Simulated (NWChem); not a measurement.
Species: CH5FO2Si; SMILES [Si@@H](O)(OC)F

```xyz
10

C     -0.0409     2.0384     0.4746
O     -0.2958     1.1054    -0.5460
Si    -0.0369    -0.5053    -0.4834
O      1.4441    -0.7796     0.1852
F     -1.1229    -1.2477     0.4669
H     -0.8661     2.0609     1.2065
H      0.8972     1.8122     1.0085
H      0.0462     3.0379     0.0236
H     -0.2032    -1.0314    -1.8489
H      1.5619    -1.5816     0.7016
```
Atoms are numbered in this order, from 1.

Level: PBE0/def2-SVP (NWChem), optimised geometry, unscaled harmonic frequencies. 

Q: List the harmonic frequencies with IR intensities, and the thermochemistry.

A: 
| frequency (cm⁻¹) | IR intensity (km/mol) |
|---|---|
| 68 | 3.4 |
| 84 | 3.0 |
| 142 | 97.4 |
| 162 | 5.9 |
| 294 | 21.5 |
| 335 | 37.0 |
| 453 | 53.7 |
| 751 | 127.2 |
| 761 | 15.1 |
| 836 | 57.9 |
| 844 | 32.4 |
| 953 | 283.1 |
| 964 | 217.7 |
| 1176 | 87.2 |
| 1181 | 14.3 |
| 1235 | 247.0 |
| 1472 | 2.1 |
| 1477 | 4.9 |
| 1480 | 5.9 |
| 2350 | 116.0 |
| 3037 | 54.3 |
| 3126 | 25.5 |
| 3152 | 21.5 |
| 3946 | 130.0 |

zero-point energy: 43.3 kcal/mol
thermal correction to the enthalpy at 298.15 K (with zero-point energy): 48.4 kcal/mol
heat capacity Cv: 22.7 cal/(mol K)
entropy at 298.15 K and 1 atm (symmetry number 1): 83.9 cal/(mol K)
dipole moment: 1.39 D

Rigid rotor and harmonic oscillator; modes under 100 cm⁻¹ make the entropy uncertain.
